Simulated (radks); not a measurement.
Results of a calculation; reference values are marked as such.
Effect of the nuclear size on neutral chlorine, [Ne] 3s2 3p5. Code: a radial shooting solver on a logarithmic mesh with Libxc functionals. Model: Dirac Kohn-Sham, PBE, spin-unpolarised, spherical densities, finite nucleus; open shells are shared between the two j in proportion to 2j + 1; Fermi nuclear charge, rms radius 3.3654 fm. The rms radius is varied about that value; shifts are against it.

rms radius (fm)  total energy shift (eV)  density at nucleus (e/bohr^3)  1s1/2 shift (meV)  2s1/2 shift (meV)
2.7899                          -0.00439                           3606              -1.85             -0.136
3.1904                          -0.00142                           3597             -0.597             -0.044
3.3654                                 0                           3593              0.000              0.000
3.4832                          0.000999                           3591              0.420              0.031
4.0217                           0.00599                           3581               2.52              0.185

Slopes of the eigenvalues against <r^2> in GHz/fm^2, as finite differences over the two radii next to the reference (eigenvalue slopes, not the field-shift constants of lines): 1s1/2 126, 2s1/2 9.23.
